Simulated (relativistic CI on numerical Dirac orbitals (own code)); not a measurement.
**Cd3+: q coefficients and field-shift factors**

Method of calculation: Dirac-Coulomb-Breit CI, orbitals from a KLI potential per configuration, valence Slater integrals scaled by 0.85, P86 correlation energy added to each configuration, derivatives by finite differences, QED left out (own radial code, finite nucleus).

Configuration list (outside the closed core [Ar] 3d10 4s2): 4p6 4d9, 4p6 4d8 5s, 4p6 4d8 4f, 4p6 4d8 5p, 4p6 4d8 5d, 4p6 4d7 5s2, 4p5 4d10, 4p6 4d7 5s 5p. Levels of other configurations are missing.

With x = (α/α₀)² − 1 an excitation energy changes as ω = ω₀ + qx; K = 2q/ω₀ is the relative enhancement. Terms are leading LS components, so labels can repeat. The field-shift factor is F = δν/δ⟨r²⟩ for the transition from the lowest level.

Lowest level 4p6 4d9 2D_5/2.

```tsv
Level	ω₀ (cm⁻¹)	q (cm⁻¹)	F (GHz/fm²)
4p6 4d9 2D_3/2	5558.2	5395	0.0821
4p6 4d8 5s 4F_9/2	112867.2	-18770	11.7
4p6 4d8 5s 4F_7/2	115889.3	-16440	11.6
4p6 4d8 5s 4F_5/2	118758.8	-13440	11.8
4p6 4d8 5s 4F_3/2	120164.9	-13050	11.8
4p6 4d8 5s 2F_7/2	123003.9	-15040	10.9
4p6 4d8 5s 2F_5/2	125611.8	-17130	11.2
4p6 4d8 5s 4P_5/2	128902.0	-13430	11.4
4p6 4d8 5s 4P_3/2	129958.8	-15710	11.6
4p6 4d8 5s 4P_1/2	132013.0	-14340	11.8
4p6 4d8 5s 4P_3/2	133095.5	-12900	11.7
4p6 4d8 5s 2D_5/2	135363.5	-9747	11.6
4p6 4d8 5s 2G_9/2	138408.3	-14380	11.6
```

For a near-neutral ion this model can misplace configurations by up to about 10,000 cm⁻¹ (more where the count of f electrons changes) and terms by 10 to 25 % of their spread. Rates follow the energies as ν³ (E1, M1) or ν⁵ (E2), so they and the lifetimes can be off by large factors. The fine structure of a lone outer electron comes out too small, for d and f at times inverted, and misplaced configurations move strength between like terms.

**Question.** Which transition from the lowest level has the largest |K|?

**Answer.** 4p6 4d9 2D_3/2 at 5558.2 cm⁻¹, K = 1.94.
